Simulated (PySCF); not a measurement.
Geometry:
```
atom   x (Å)   y (Å)   z (Å)
  C1   3.574   1.325  -0.479
 Si2   3.328  -0.377   0.331
  C3   1.564  -0.856   0.155
  C4   0.402  -1.173   0.039
  C5  -0.981  -1.475  -0.116
 Si6  -1.728  -1.209  -1.883
  C7  -3.102  -0.161  -1.052
 Si8  -2.227  -0.201   0.658
  C9  -1.393   1.431   1.126
 H10   4.611   1.644  -0.420
 H11   3.295   1.304  -1.529
 H12   2.967   2.084   0.007
 H13   4.188  -1.367  -0.337
 H14   3.684  -0.294   1.758
 H15  -1.164  -2.489   0.247
 H16  -2.171  -2.444  -2.535
 H17  -0.853  -0.444  -2.771
 H18  -4.074  -0.647  -1.053
 H19  -3.251   0.827  -1.477
 H20  -3.026  -0.742   1.768
 H21  -0.757   1.782   0.319
 H22  -2.123   2.204   1.342
 H23  -0.767   1.307   2.004
```

- geometry from GFN2-xTB
- GIAO PBE0/pcSseg-1 shieldings
- code: PySCF 2.14.0 with density-fitted response routines
- rapidly exchanging positions averaged, a single conformation, non-relativistic Hamiltonian, gas phase

**Question.** List the cross peaks expected in HSQC, COSY and HMBC spectra.

**Answer.** 

HSQC (one-bond C–H):
```csv
δH,δC
2.33 (H15),9.5 (C5)
0.63 (H18),-3.1 (C7)
0.56 (H21/H22/H23),-2.7 (C9)
0.39 (H19),-3.1 (C7)
0.24 (H10/H11/H12),-3.7 (C1)
```

COSY cross peaks (H two or three bonds apart, from the bond graph; peaks can be absent where the dihedral angle is near 90°):
```csv
δH,δH
5.18 (H20),2.33 (H15)
5.18 (H20),0.63 (H18)
5.18 (H20),0.56 (H21/H22/H23)
5.18 (H20),0.39 (H19)
5.05 (H16),4.82 (H17)
5.05 (H16),2.33 (H15)
5.05 (H16),0.63 (H18)
5.05 (H16),0.39 (H19)
4.82 (H17),2.33 (H15)
4.82 (H17),0.63 (H18)
4.82 (H17),0.39 (H19)
4.47 (H14),4.47 (H13)
4.47 (H14),0.24 (H10/H11/H12)
4.47 (H13),0.24 (H10/H11/H12)
0.63 (H18),0.39 (H19)
```

HMBC (two and three bonds, from the bond graph):
```csv
δH,δC
5.18 (H20),"117.4 (C4), 9.5 (C5), -2.7 (C9), -3.1 (C7)"
5.05 (H16),"117.4 (C4), 9.5 (C5), -3.1 (C7)"
4.82 (H17),"117.4 (C4), 9.5 (C5), -3.1 (C7)"
4.47 (H14),"117.4 (C4), 80.6 (C3), -3.7 (C1)"
4.47 (H13),"117.4 (C4), 80.6 (C3), -3.7 (C1)"
2.33 (H15),"117.4 (C4), 80.6 (C3), -2.7 (C9), -3.1 (C7)"
0.63 (H18),"9.5 (C5), -2.7 (C9)"
0.56 (H21/H22/H23),"9.5 (C5), -3.1 (C7)"
0.39 (H19),"9.5 (C5), -2.7 (C9)"
0.24 (H10/H11/H12),80.6 (C3)
```

Referencing at the same level of theory: 1H and 13C vs TMS.

Shifts are as computed. Against solution values, carbons near 30 ppm lie about +3 ppm off and those near 130 ppm about +5 ppm. Of 1309 compounds with measured shifts, 239 miss one by over three times the rms of a fit or turn the order of signals round; such compounds aren't used in these exercises.
